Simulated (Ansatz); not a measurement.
A run for Ansatz (a program for electronic structure): R-PBE/def2-TZVPP on BrH3SiSn (SMILES [SiH3][Sn][Br]), a point of a torsion scan. Elements past Kr take the def2 small-core potentials; no spin–orbit coupling.

Ansatz 0.2 input:
```yaml
crystal:
  periodic: [false, false, false]
  atoms:
    - {symbol: Si, position_ang: [-0.75101584, 0.01711753, -0.02458113]}
    - {symbol: Sn, position_ang: [1.49796153, 1.40882961, -0.07202160]}
    - {symbol: Br, position_ang: [2.74698723, -0.12953691, -1.65403352]}
    - {symbol: H, position_ang: [-1.10774044, -0.44743983, 1.33264029]}
    - {symbol: H, position_ang: [-1.92557111, 0.80978732, -0.44525486]}
    - {symbol: H, position_ang: [-0.80458945, -1.19478267, -0.85767463]}
basis:
  gaussian:
    orbitals: def2-TZVPP
hamiltonian:
  xc: {name: PBE}
scf: {lower_state_search: off}
```

### Question
Give the final energy of this run.

### Answer
-3079.2634 hartree.
